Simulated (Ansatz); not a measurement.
System: sum formula BNH₂Br₂, charge 0, multiplicity 1. 
Coordinates optimised at B3LYP-D3(BJ)/def2-TZVP (Ansatz, a first-principles code):
```xyz
6

N     -1.9513    -0.5470     0.0808
B     -0.6219    -0.1743     0.0257
Br     0.6858    -1.3636    -0.7605
Br    -0.0655     1.5375     0.7348
H     -2.2804    -1.4285    -0.2770
H     -2.6616     0.0432     0.4816
```

Computed values are from Ansatz. Correlated levels leave the core frozen unless marked. UHF or UKS for open shells. No spin-orbit coupling. The frozen core is the preceding noble-gas configuration, with the filled d and f shells of earlier blocks. No relativistic terms. CBS(X,Y): correlation extrapolated as X^-3; Hartree-Fock from the larger set (for Q and 5 zeta extrapolated as (X+1)exp(-9√X)).

Problem. What is the dipole moment at CCSD(T)/aug-cc-pVDZ?

Solution. 2.83 D.

Problem. What is the total energy at CCSD(T)/CBS(cc-pVQZ,cc-pV5Z)?

Solution. -5226.1870 Eh.

Problem. What is the T1 diagnostic at CCSD/cc-pV5Z?

Solution. 0.011.

Problem. What is the atomisation energy De at CCSD(T)/CBS(cc-pVQZ,cc-pV5Z)?

Solution. 493.8 kcal/mol.

Problem. What is the vertical triplet-singlet gap at CCSD(T)/CBS(aug-cc-pVTZ,aug-cc-pVQZ)?

Solution. 6.39 eV.
